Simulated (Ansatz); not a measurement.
Geometry optimisation, Ansatz, RKS B3LYP/def2-SVP.

The input (input.yaml):

```yaml
crystal:
  periodic: [false, false, false]
  atoms:
    - { symbol: Sn, position_ang: [0.0, 0.0, 0.0] }
    - { symbol: Cl, position_ang: [0.0, 0.0, 2.76] }
    - { symbol: H, position_ang: [1.6408, 0.0, -0.5794] }
    - { symbol: H, position_ang: [-0.8195, 1.4198, -0.5794] }
    - { symbol: H, position_ang: [-0.8195, -1.4198, -0.5794] }
    - { symbol: Br, position_ang: [-2.7426, 0.0, 0.9113] }
    - { symbol: H, position_ang: [-1.5398, 0.0, 2.2648] }
basis:
  gaussian: { orbitals: def2-SVP }
hamiltonian:
  xc: b3lyp
relax:
  f_tol: 0.15
  max_steps: 25
  restrain:
    - { distance: [0, 5], at: 3.79, k: 30.0 }
    - { distance: [6, 1], at: 2.57, k: 30.0 }
    - { distance: [0, 1], at: 2.41, k: 30.0 }
    - { distance: [6, 5], at: 1.55, k: 30.0 }
output:
  orbitals: {}
```

Command:

```bash
$ ansatz run input.yaml --threads 2 --pin off --max-ram 3072MiB --backend cpu --events-out ev --progress --plain --runs-dir out
```

Where does it end, and by what steps?

The forces met the threshold. The restraints hold the end off the free minimum. After 5 steps the energy has fallen by 1.493 eV (the restraints' own energy left out); Br6 moved furthest, 0.70 Å. Parted: Sn1–Br6 (2.89 → 3.80 Å).

```json
{"step": "0", "energy less start (eV)": "0.0000", "largest force component (eV/Å)": "1.715", "accepted": "yes"}
{"step": "1", "energy less start (eV)": "-0.2718", "largest force component (eV/Å)": "3.099", "accepted": "yes"}
{"step": "2", "energy less start (eV)": "-0.6019", "largest force component (eV/Å)": "4.080", "accepted": "yes"}
{"step": "3", "energy less start (eV)": "-1.1386", "largest force component (eV/Å)": "2.729", "accepted": "yes"}
{"step": "4", "energy less start (eV)": "-1.4877", "largest force component (eV/Å)": "0.899", "accepted": "yes"}
{"step": "5", "energy less start (eV)": "-1.4931", "largest force component (eV/Å)": "0.973", "accepted": "yes"}
```

```xyz
7
Properties=species:S:1:pos:R:3
Sn 0.207 0.000 -0.065
Cl 0.384 0.000 2.336
H 1.849 0.000 -0.575
H -0.597 1.446 -0.497
H -0.597 -1.446 -0.497
Br -3.345 0.000 1.273
H -2.179 0.000 2.223
```

Time of the run: 17 s on 2 threads of Arm Neoverse V2, on a shared host, peak memory 0.23 GiB.
